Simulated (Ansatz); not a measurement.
Steps of a relaxation of H$_{5}$NOSn (`[NH2][SnH2][OH]`) with RKS PBE-D4/def2-SVP.

```sh
$ ansatz run in.yaml --threads 2 --pin off --events-out ev --progress --plain --max-ram 4352MiB
```

```yaml
crystal:
  periodic: [false, false, false]
  atoms:
    - {symbol: N, position_ang: [-1.328400, 0.564500, -0.702600]}
    - {symbol: Sn, position_ang: [0.332500, 0.078600, 0.300400]}
    - {symbol: O, position_ang: [0.282500, -1.864700, 0.648100]}
    - {symbol: H, position_ang: [-1.219500, 1.637900, -0.936800]}
    - {symbol: H, position_ang: [-1.349800, 0.095500, -1.645000]}
    - {symbol: H, position_ang: [0.408700, 0.971000, 1.815100]}
    - {symbol: H, position_ang: [1.762400, 0.481400, -0.668300]}
    - {symbol: H, position_ang: [1.203800, -2.021300, 1.133200]}
basis:
  gaussian: {orbitals: def2-SVP}
hamiltonian: {xc: pbe, dispersion: d4}
relax: {f_tol: 0.03, max_steps: 200}
```

Positions (Å) and forces (eV/Å) along the path, 9 of 9 steps:

```xyz
8
step=1 energy=-9442.2394 eV
N    -1.328    0.565   -0.703   -0.908    2.142   -1.697
Sn    0.333    0.079    0.300    1.456    1.077    0.395
O     0.282   -1.865    0.648    2.466   -1.128    1.427
H    -1.220    1.638   -0.937   -0.390   -2.266    0.419
H    -1.350    0.096   -1.645    0.038    0.384    0.746
H     0.409    0.971    1.815   -0.128   -0.144   -0.220
H     1.762    0.481   -0.668   -0.066   -0.179    0.178
H     1.204   -2.021    1.133   -2.468    0.115   -1.249
8
step=2 energy=-9442.5433 eV
N    -1.345    0.579   -0.689   -0.005    0.935   -0.561
Sn    0.440    0.168    0.275    0.077   -0.164    0.043
O     0.318   -1.820    0.616    1.128   -0.373    0.710
H    -1.387    1.611   -0.937    0.055   -1.071    0.357
H    -1.371    0.104   -1.611    0.026    0.031    0.213
H     0.361    1.012    1.781    0.040    0.104    0.020
H     1.931    0.401   -0.613   -0.069    0.076    0.011
H     1.145   -2.112    1.123   -1.253    0.462   -0.794
8
step=3 energy=-9442.5968 eV
N    -1.332    0.542   -0.685    0.215    0.308   -0.100
Sn    0.467    0.184    0.294   -0.325   -0.217   -0.064
O     0.263   -1.805    0.624    0.593    0.026    0.263
H    -1.412    1.555   -0.903   -0.003   -0.262    0.145
H    -1.322    0.084   -1.609    0.017   -0.067    0.043
H     0.393    1.086    1.771    0.028    0.017    0.016
H     1.945    0.441   -0.597    0.012   -0.005   -0.009
H     1.090   -2.145    1.050   -0.537    0.200   -0.293
8
step=4 energy=-9442.6089 eV
N    -1.323    0.531   -0.693    0.125    0.092   -0.102
Sn    0.460    0.181    0.296   -0.154   -0.067   -0.026
O     0.259   -1.800    0.629    0.143    0.084    0.070
H    -1.438    1.541   -0.871   -0.014   -0.070    0.073
H    -1.289    0.097   -1.629   -0.010   -0.020    0.059
H     0.410    1.099    1.767    0.000   -0.011   -0.006
H     1.936    0.435   -0.601    0.007   -0.016   -0.005
H     1.077   -2.140    1.046   -0.097    0.009   -0.064
8
step=5 energy=-9442.6089 eV rejected
N    -1.305    0.547   -0.735    0.090   -0.296    0.082
Sn    0.435    0.166    0.302    0.085    0.016   -0.057
O     0.288   -1.797    0.725   -0.460    0.115   -0.092
H    -1.502    1.550   -0.817    0.013    0.143    0.028
H    -1.274    0.166   -1.690    0.018    0.018    0.004
H     0.384    1.129    1.744   -0.026   -0.005   -0.024
H     1.927    0.350   -0.592   -0.022    0.029    0.008
H     1.139   -2.167    1.008    0.302   -0.020    0.050
8
step=6 energy=-9442.6147 eV
N    -1.309    0.531   -0.708    0.019    0.014   -0.073
Sn    0.453    0.177    0.297   -0.008    0.017    0.014
O     0.255   -1.789    0.677    0.044   -0.023    0.027
H    -1.460    1.541   -0.847   -0.004   -0.032    0.037
H    -1.278    0.115   -1.650   -0.003    0.010    0.038
H     0.400    1.106    1.760   -0.003    0.013   -0.016
H     1.934    0.408   -0.601   -0.004   -0.016    0.009
H     1.098   -2.148    1.017   -0.041    0.017   -0.036
8
step=7 energy=-9442.6200 eV
N    -1.299    0.517   -0.730    0.026   -0.003   -0.053
Sn    0.444    0.171    0.303    0.027    0.028    0.004
O     0.254   -1.781    0.752    0.121   -0.096    0.073
H    -1.519    1.523   -0.769    0.011   -0.082   -0.020
H    -1.232    0.181   -1.702   -0.031    0.068    0.059
H     0.371    1.165    1.722    0.009   -0.017   -0.016
H     1.938    0.327   -0.588   -0.006    0.023    0.006
H     1.134   -2.160    0.956   -0.157    0.079   -0.052
8
step=8 energy=-9442.6230 eV
N    -1.279    0.495   -0.752   -0.065    0.044   -0.038
Sn    0.449    0.168    0.302    0.027   -0.024    0.015
O     0.245   -1.767    0.825    0.018    0.022   -0.004
H    -1.574    1.480   -0.717    0.007    0.004    0.042
H    -1.198    0.247   -1.746    0.030   -0.039   -0.010
H     0.378    1.185    1.702   -0.005    0.001   -0.007
H     1.942    0.308   -0.591   -0.006   -0.007    0.004
H     1.128   -2.172    0.920   -0.006   -0.002   -0.001
8
step=9 energy=-9442.6235 eV
N    -1.281    0.494   -0.756    0.001   -0.006    0.010
Sn    0.448    0.167    0.303   -0.005   -0.008   -0.003
O     0.246   -1.765    0.834    0.006    0.001    0.003
H    -1.580    1.477   -0.707    0.003    0.002   -0.005
H    -1.187    0.253   -1.750    0.000    0.008   -0.003
H     0.377    1.190    1.698   -0.005    0.004    0.003
H     1.940    0.300   -0.590    0.002   -0.001   -0.004
H     1.130   -2.173    0.913   -0.002    0.000   -0.001
```

It took 12 s on 2 threads of an Arm Neoverse V1 on a shared host, with 0.14 GiB of host memory at the peak.
